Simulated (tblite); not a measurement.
A tight-binding relaxation on `CC1=CC=C[Si@@H]1N`.

Computed with GFN2-xTB geometry optimisation, gas phase (tblite 0.8.0). Start geometry: from a force field or distance geometry. A driver script takes a list of jobs; this job's settings line and coordinates (Å) are shown.

Command:
```bash
OMP_NUM_THREADS=1 python probes_run.py task.json out
```

Input:
```
{"job": {"kind": "relax", "xc": "GFN2-xTB", "basis": "xTB"}, "charge": 0, "multiplicity": 1}
C      2.073600    -0.337200    -0.225300
C      0.577100    -0.393800    -0.265700
C     -0.200200    -0.944600    -1.201100
C     -1.638600    -0.861900    -0.945000
C     -1.973200    -0.275300     0.230300
Si    -0.470500     0.305000     1.142900
N     -0.375200     1.995500     1.096600
H      2.418400     0.708700    -0.198300
H      2.505200    -0.812100    -1.109500
H      2.457100    -0.853600     0.659500
H      0.156400    -1.416100    -2.108100
H     -2.361400    -1.283300    -1.631900
H     -2.973400    -0.122600     0.617800
H     -0.204800    -0.283600     2.471200
H      0.574800     2.290700     1.295100
H     -0.572700     2.293100     0.160000
```

Output:
```
step      E/eV     max force
  0    -541.00885    1.667
  1    -541.07702    0.633
  2    -541.10143    0.550
  3    -541.12791    0.456
  4    -541.16289    0.422
  5    -541.18130    0.376
  6    -541.19350    0.324
  7    -541.20148    0.254
  8    -541.20977    0.247
  9    -541.21623    0.225
... (34 lines left out)
 44    -541.29619    0.028
 45    -541.29636    0.025
 46    -541.29652    0.031
 47    -541.29668    0.030
 48    -541.29679    0.019
 49    -541.29685    0.015
 50    -541.29689    0.016
 51    -541.29693    0.015
 52    -541.29697    0.013
 53    -541.29700    0.008
```

«max force» is the largest atomic force in eV/Å.

Problem. From which step on does the largest force stay under 0.1 eV/Å, and how much energy is left to gain from there?

Solution. From step 34 (0.085 eV/Å), 5.0 meV above the end.

Main results: energy lowered by 6.6 kcal/mol over 53 steps; largest atomic force 0.008 eV/Å at the end.

Time: 0.57 s wall. Hardware: Arm Neoverse N1, one thread, no GPU, shared host with 64 logical CPUs at a one-minute load of 49.
Labels such as C1 count atoms from 1, the log's own numbers from 0.
